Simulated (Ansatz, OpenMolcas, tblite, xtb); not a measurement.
**C2H4ClSi (SMILES C=C[SiH]Cl): the energy, rung by rung**

C2H4ClSi has 8 atoms, charge 0, and is taken as a doublet. As SMILES, `C=C[SiH]Cl`. The coordinates come from a PBE0-D4/def2-TZVP relaxation.

```xyz
8

C     0.6470    1.0270   -0.6597
C     0.6285   -0.0667    0.1054
Si   -0.9036   -0.6426    0.9471
Cl   -1.0316   -2.6979    0.9413
H    -0.2569    1.5882   -0.8806
H     1.5639    1.4049   -1.1025
H     1.5613   -0.5910    0.3016
H    -2.1163   -0.0791    0.2915
```

Each level gives the energy change with the C1–C2 bond stretched from 1.335 to 2.937 Å (eV). The values are calculated.

| level | kind | program | value (eV) | less CCSD(T)/def2-SVP | CPU time (all runs) |
| --- | --- | --- | --- | --- | --- |
| GFN-FF | force field | xtb | 6.69 | +0.30 | under 2 s |
| GFN2-xTB | semi-empirical | tblite | 6.54 | +0.15 | under 2 s |
| UHF/def2-SVP | Hartree–Fock | Ansatz | 4.78 | -1.61 | 30 s |
| U-revPBE/def2-SVP | GGA | Ansatz | 6.42 | +0.03 | 28 s |
| UM06-L/def2-SVP | meta-GGA | OpenMolcas | 6.44 | +0.05 | 1.9 min |
| UB3LYP/def2-SVP | global hybrid | OpenMolcas | 6.63 | +0.24 | 92 s |
| RPA@PBE0/def2-SVP | RPA | Ansatz | 6.53 | +0.14 | 57 s |
| ROCCSD(T)/def2-SVP | coupled cluster or CI | OpenMolcas | 6.39 | 0.00 | 2.4 min |

Differences are taken from ROCCSD(T)/def2-SVP for orientation; it has basis-set and higher-order errors of its own. At this stretch a single reference begins to fail. The first shape isn't each level's own minimum. The values span 4.78 to 6.69 eV. Spin contamination of the reference (⟨S²⟩ at least 0.1 too high) touches UHF/def2-SVP, U-revPBE/def2-SVP, UM06-L/def2-SVP, UB3LYP/def2-SVP, RPA@PBE0/def2-SVP (up to 1.76 too high). Times are those of the runs behind each value, whatever else they computed, on shared processors of several kinds: orders of magnitude only.
